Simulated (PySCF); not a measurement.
Cl2Ni (SMILES [Cl][Ni][Cl]), triplet, at a GFN2-xTB geometry (such geometries of metal compounds can be far from the true shape); R2SCAN/def2-SVP (PySCF).

Here is a job for PySCF.
```python
from pyscf import gto, scf, dft

mol = gto.M(
    atom='''
Ni    0.000000    0.000000    0.000000
Cl    0.000000    0.000000    1.934826
Cl   -0.000000   -0.000000   -1.934826
''',
    basis='def2-svp',
    charge=0,
    spin=2,
    verbose=5,
)

mf = dft.UKS(mol)
mf.xc = 'r2scan'
mf.grids.atom_grid = (30, 110)
mf.kernel()
mf.analyze()
```

Output, abridged:

```
PySCF version 2.14.0

[INPUT] verbose = 5
[INPUT] max_memory = 4000
[INPUT] num. atoms = 3
[INPUT] num. electrons = 62
[INPUT] charge = 0
[INPUT] spin (= nelec alpha-beta = 2S) = 2
[INPUT] symmetry False subgroup None
[INPUT] Mole.unit = angstrom
[INPUT] Symbol           X                Y                Z      unit          X                Y                Z       unit  Magmom
[...]
[INPUT] ---------------- BASIS SET ----------------
[INPUT] l, kappa, [nprim/nctr], expnt,             c_1 c_2 ...
[INPUT] Cl
[...]
                                1571.7365221      0.014754727977
                                357.12065523      0.066679112875
                                100.25185935      0.17228924084
                                30.812727554      0.158837861
[...]
                                5.7045760975      0.60841752753
                                2.3508376809      0.54352153355
[...]
                                72.102015515      -0.063563355471
                                22.532680262      -0.24016428276
                                7.8991765444      -0.47798866557
                                2.8767268321      -0.38515850005
[...]
[INPUT] Ni
[...]
                                10672.020941      0.010928236994
                                2428.1389007      0.054212626938
                                685.53595148      0.18874768902
                                223.10072863      0.38324616985
                                76.842014042      0.29550637144
[...]
                                17.459154987      0.64521426988
                                7.1625280665      0.44797838103
[...]
                                2.0735740488      0.72320959286
                                0.85382640602     0.44868026476
[...]
                                216.06139913      0.069737374902
                                68.383914817      0.27073495012
                                24.593843952      0.53078301549
                                9.1392960204      0.34410229438
[...]
                                1.8161849234      0.56580169611
                                0.6784075072      0.23616717361
[...]
                                13.146463975      0.1549499595
                                4.4170548925      0.37633115111
                                1.4771565078      0.47365096014
[...]
nuclear repulsion = 299.894053405205
number of shells = 27
number of NR pGTOs = 145
number of NR cGTOs = 67
basis = def2-svp
ecp = {}

******** <class 'pyscf.dft.uks.UKS'> ********
method = UKS
initial guess = minao
damping factor = 0
level_shift factor = 0
DIIS = <class 'pyscf.scf.diis.CDIIS'>
diis_start_cycle = 1
diis_space = 8
diis_damp = 0
SCF conv_tol = 1e-09
SCF conv_tol_grad = None
SCF max_cycles = 50
direct_scf = True
direct_scf_tol = 1e-13
number electrons alpha = 32  beta = 30
XC library pyscf.dft.libxc version 7.1.2
    S. Lehtola, C. Steigemann, M. J. T. Oliveira, and M. A. L. Marques,  SoftwareX 7, 1–5 (2018)
XC functionals = r2scan
    J. W. Furness, A. D. Kaplan, J. Ning, J. P. Perdew, and J. Sun,  J. Phys. Chem. Lett. 11, 8208–8215 (2020)
    J. W. Furness, A. D. Kaplan, J. Ning, J. P. Perdew, and J. Sun,  J. Phys. Chem. Lett. 11, 9248–9248 (2020)
    J. W. Furness, A. D. Kaplan, J. Ning, J. P. Perdew, and J. Sun,  J. Phys. Chem. Lett. 11, 8208–8215 (2020)
    J. W. Furness, A. D. Kaplan, J. Ning, J. P. Perdew, and J. Sun,  J. Phys. Chem. Lett. 11, 9248–9248 (2020)
radial grids:
    Treutler-Ahlrichs [JCP 102, 346 (1995); DOI:10.1063/1.469408] (M4) radial grids

becke partition: Becke, JCP 88, 2547 (1988); DOI:10.1063/1.454033
pruning grids: <function nwchem_prune>
grids dens level: 3
symmetrized grids: False
atomic radii adjust function: <function treutler_atomic_radii_adjust>
User specified grid scheme (30, 110)
small_rho_cutoff = 0
Set gradient conv threshold to 3.16228e-05
[...]
SCF not converged.
Total Energy =                       -2428.273045941942655
[...]
1 Cl 3dyz       -0.00749   0.00000
1 Cl 3dz^2      -0.00000  -0.03510
1 Cl 3dxz        0.00548  -0.00000
1 Cl 3dx2-y2     0.00000   0.00095
2 Cl 1s         -0.00000  -0.00002
2 Cl 2s         -0.00000  -0.00002
2 Cl 3s          0.00000   0.00139
2 Cl 4s          0.00000   0.01670
2 Cl 2px         0.00001  -0.00000
2 Cl 2py        -0.00001   0.00000
2 Cl 2pz         0.00000   0.00005
2 Cl 3px        -0.00066   0.00000
2 Cl 3py         0.00093  -0.00000
2 Cl 3pz         0.00000   0.00278
2 Cl 4px        -0.00309   0.00000
2 Cl 4py         0.00421  -0.00000
2 Cl 4pz         0.00000   0.01122
2 Cl 3dxy       -0.00000  -0.00048
2 Cl 3dyz        0.00749  -0.00000
2 Cl 3dz^2       0.00000   0.03510
2 Cl 3dxz       -0.00548   0.00000
2 Cl 3dx2-y2    -0.00000  -0.00095

To work with the spin densities directly, `use mulliken_meta_spin()` only printing them here.

 ** Mulliken spin pop alpha/beta on meta-lowdin orthogonal AOs **
 ** Mulliken Spin Density (per AO)  **
spin_pop of  0 Ni 1s        0.00000
spin_pop of  0 Ni 2s        0.00000
spin_pop of  0 Ni 3s        0.00001
spin_pop of  0 Ni 4s        0.06817
spin_pop of  0 Ni 5s        0.00388
spin_pop of  0 Ni 2px      -0.00000
spin_pop of  0 Ni 2py      -0.00000
spin_pop of  0 Ni 2pz      -0.00000
spin_pop of  0 Ni 3px       0.00001
spin_pop of  0 Ni 3py       0.00002
spin_pop of  0 Ni 3pz       0.00003
spin_pop of  0 Ni 4px      -0.00296
spin_pop of  0 Ni 4py       0.00375
spin_pop of  0 Ni 4pz       0.00023
spin_pop of  0 Ni 3dxy      0.14516
spin_pop of  0 Ni 3dyz      0.04190
spin_pop of  0 Ni 3dz^2     0.26488
spin_pop of  0 Ni 3dxz      0.64131
spin_pop of  0 Ni 3dx2-y2    0.48803
spin_pop of  0 Ni 4dxy      0.00071
spin_pop of  0 Ni 4dyz      0.00034
spin_pop of  0 Ni 4dz^2     0.00027
spin_pop of  0 Ni 4dxz      0.00173
spin_pop of  0 Ni 4dx2-y2    0.00157
spin_pop of  0 Ni 4f-3     -0.00001
spin_pop of  0 Ni 4f-2     -0.00001
spin_pop of  0 Ni 4f-1     -0.00002
spin_pop of  0 Ni 4f+0     -0.00000
spin_pop of  0 Ni 4f+1      0.00000
spin_pop of  0 Ni 4f+2     -0.00002
spin_pop of  0 Ni 4f+3     -0.00001
spin_pop of  1 Cl 1s        0.00000
spin_pop of  1 Cl 2s       -0.00000
spin_pop of  1 Cl 3s        0.00124
spin_pop of  1 Cl 4s        0.00006
spin_pop of  1 Cl 2px       0.00001
spin_pop of  1 Cl 2py       0.00000
spin_pop of  1 Cl 2pz       0.00000
spin_pop of  1 Cl 3px       0.15009
spin_pop of  1 Cl 3py       0.00772
spin_pop of  1 Cl 3pz       0.01247
spin_pop of  1 Cl 4px      -0.00007
spin_pop of  1 Cl 4py       0.00002
spin_pop of  1 Cl 4pz       0.00012
spin_pop of  1 Cl 3dxy      0.00000
spin_pop of  1 Cl 3dyz     -0.00018
spin_pop of  1 Cl 3dz^2    -0.00035
spin_pop of  1 Cl 3dxz     -0.00062
spin_pop of  1 Cl 3dx2-y2    0.00003
spin_pop of  2 Cl 1s        0.00000
spin_pop of  2 Cl 2s       -0.00000
spin_pop of  2 Cl 3s        0.00124
spin_pop of  2 Cl 4s        0.00006
spin_pop of  2 Cl 2px       0.00001
spin_pop of  2 Cl 2py       0.00000
spin_pop of  2 Cl 2pz       0.00000
spin_pop of  2 Cl 3px       0.15009
spin_pop of  2 Cl 3py       0.00772
spin_pop of  2 Cl 3pz       0.01246
spin_pop of  2 Cl 4px      -0.00007
spin_pop of  2 Cl 4py       0.00002
spin_pop of  2 Cl 4pz       0.00012
spin_pop of  2 Cl 3dxy      0.00000
spin_pop of  2 Cl 3dyz     -0.00018
spin_pop of  2 Cl 3dz^2    -0.00035
spin_pop of  2 Cl 3dxz     -0.00062
spin_pop of  2 Cl 3dx2-y2    0.00003
 ** Mulliken Spin Density (per atom)  **
spin density of  0 Ni =      1.65897
spin density of  1 Cl =      0.17052
spin density of  2 Cl =      0.17051
 ** Mulliken pop alpha/beta on meta-lowdin orthogonal AOs **
 ** Mulliken pop       alpha | beta **
In total            32.00000 | 30.00000
 ** Mulliken atomic charges   ( Nelec_alpha | Nelec_beta ) **
charge of  0Ni =      1.00901  (    14.32498     12.66601 )
charge of  1Cl =     -0.50450  (     8.83751      8.66699 )
charge of  2Cl =     -0.50451  (     8.83751      8.66700 )
Dipole moment(X, Y, Z, Debye):  0.00000, -0.00000,  0.00013
```

Convergence was not reached.
